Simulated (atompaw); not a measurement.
germanium (Ge): one change to a PAW (atompaw) potential, before and after

atompaw 4.2.0.5 input, output lines left out:

```
Ge 32
GGA-PBE scalarrelativistic loggrid 1500 logderivrange -4 5 226
4 4 3 0 0 0
4 1 2
0 0 0
c
c
c
v
c
c
v
v
2
2.30 2.20 1.55 2.15
y
0.05
n
y
2.35
n
y
0.05
n
custom rrkj gramschmidtortho sinc
bessel
1.90
2.30
2.30
2.30
1.10
1.10
```

Change: all radii scaled by about 1.14 (s 2.16, p 2.62, d 1.26 bohr); local potential bessel scheme, radius 1.76 bohr; augmentation sinc compensation charge, radius 2.50 bohr; PAW radius 2.62 bohr; waves and projectors: custom rrkj gramschmidtortho; core correction smooth core density matched at 2.46 bohr.

Cutoffs: the cutoffs (Ry, on a coarse ladder) from which the occupation-weighted sum of valence levels, in a spherical-Bessel basis at the reference potential, stays within 10 and 1 mRy of its value at 400 Ry; they do not see the model core or the augmentation charge, which bear on the density cutoff.

Task: What does the change do?

Result: The potential gets softer (140 Ry and 200 Ry → 90 Ry and 160 Ry); a bound ghost appears in s, which as a rule spoils a file. A larger radius leaves more room for a smooth pseudo-wave, so fewer plane waves are needed.

```csv
quantity,base,changed
"cutoff, loose",140 Ry,90 Ry
"cutoff, tight",200 Ry,160 Ry
loose cutoff by channel (10 mRy a level),"s 6 Ry, p 6 Ry, d 80 Ry","s 6 Ry, p 6 Ry, d 55 Ry"
bound ghosts,none,s
lowest overlap eigenvalue by channel,"s 0.18, p 0.63, d 1.00","s 0.02, p 0.43, d 0.32"
```

 A true bound ghost makes a file unfit for plane-wave use even where its test errors are small: the radial tests pick states by their node count and pass the ghost by. The cutoffs see the waves, projectors and local potential, not the compensation charge or the core.
